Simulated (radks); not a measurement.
Problem. Coherent X-ray form factor from a spherical all-electron density. Calculated with a radial shooting solver on a logarithmic mesh with Libxc functionals: scalar-relativistic Kohn-Sham, PW91, spin-unpolarised, spherical densities, finite nucleus; Fermi nuclear charge, rms radius of each element as measured or else 0.836 A^(1/3) + 0.57 fm.

sin(theta)/lambda (1/angstrom),f0 (electrons)
0.05,40.436
0.1,38.876
0.15,36.648
0.2,34.118
0.25,31.576
0.3,29.201
0.4,25.229
0.5,22.259
0.6,19.994
0.8,16.469
1,13.463
1.25,10.353
1.5,8.163
2,5.945

The species is in the configuration that NIST lists as its ground one. Which atom or ion scatters so?

Solution. The technetium ion Tc2+, [Kr] 4d5. Extrapolating in s^2 from the first two rows gives f0(0) = 41.0, near the electron count 41; among species with that count, the fall with angle is slower the higher Z, and the table is that of Z = 43; from so few rows the species is fixed only to a neighbour or two.
